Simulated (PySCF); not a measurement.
**Dipole moment and polarisability of `C=Pn1cccc1`**

Species: C5H6NP.
Structure used (GFN2-xTB), in Å, numbered top down from 1:
```
atom  x, y, z in Å
C1     2.7360   -0.0881    0.0666
P2     1.6913    0.9469   -0.7078
N3     0.1337    0.3682   -0.2772
C4    -0.9847    1.1539   -0.4471
C5    -2.0832    0.4551   -0.0580
C6    -1.6335   -0.8233    0.3550
C7    -0.2810   -0.8450    0.2097
H8     3.7920    0.0590   -0.0764
H9     2.4488   -0.9085    0.6998
H10   -0.8890    2.1539   -0.8245
H11   -3.0989    0.7982   -0.0652
H12   -2.2465   -1.6279    0.7116
H13    0.4105   -1.6419    0.3958
```

Level: wB97X-D/def2-SVPD (PySCF), static field, nuclei fixed, core orbitals frozen in the response. The polarisability tensor in these axes (au):

```
x   122.39  -2.27  -0.68
y    -2.27  82.31 -11.67
z    -0.68 -11.67  63.61
```

Q: Diagonalise the tensor; give its mean and Δα, where Δα² is half the sum of the squared differences of the eigenvalues.

A: Principal values 57.96, 87.83 and 122.52 au; mean 89.44 au = 13.25 Å³ = 14.75 × 10⁻⁴⁰ C²·m²/J; Δα = 55.96 au (63 % of the mean).

Q: What is the dipole moment, and where does it point?

A: (0.67, -0.41, 0.26) D, 0.83 D in size, pointing from the negative to the positive side. Measured along this direction, the outermost atoms are H11 at the negative end and H8 at the positive end.

Q: What are the principal values of the traceless quadrupole moment, Θ = ½Σq(3rr − r²1), about the centre of nuclear charge?

A: -7.49, 0.89, 6.60 D·Å. The values depend on the origin, since the dipole doesn't vanish. The electronic extent ⟨r²⟩ about the same centre is 889 bohr², a root-mean-square distance of 2.07 Å for the 58 electrons.

Q: Give the principal axes and the span of the nuclei along them.

A: Largest value along (1.00, -0.06, 0.00), where the nuclei span 6.92 Å; middle along (0.05, 0.90, -0.43), 4.14 Å; least along (0.02, 0.43, 0.90), 0.64 Å. The response follows the extents in order.

Q: In TDDFT the mean static polarisability is Σ f/ω² over all singlet excitations (ω in hartree). How much of it do the 8 lowest give? Their energies (eV) and oscillator strengths: 4.33, 0.0008; 4.78, 0.2284; 5.60, 0.0371; 6.37, 0.0206; 6.46, 0.0115; 6.59, 0.0056; 6.72, 0.1712; 6.87, 0.0151.

A: They add up to 12.03 au, 13.5 % of the 89.44 au; the largest single term is 7.41 au, from the state at 4.78 eV. Terms in order: 0.03, 7.41, 0.88, 0.37, 0.20, 0.09, 2.81, 0.24 au. Higher excitations give the rest. The strengths listed sum to 0.490.

The structure is a single GFN2-xTB conformer in the gas phase; no vibrational or solvent corrections.
